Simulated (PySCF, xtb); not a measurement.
CH₄O₂Si, SMILES CO[Si]O (connectivity only; charge and spin as stated), neutral, multiplicity 1.

xtb with GFN2-xTB at its own geometry gives an orbital gap of 3.78 eV and a dipole moment of 2.01 D.

The structure is a stationary point at r2SCAN-D4/def2-SVP. One conformer was computed; it need not be the lowest.

What does CAM-B3LYP/def2-TZVPD in PySCF give? (An estimate is asked for; the answer gives what the named calculation found.)

gap 8.28 eV (levels -8.54 and -0.25 eV), dipole 2.09 D.
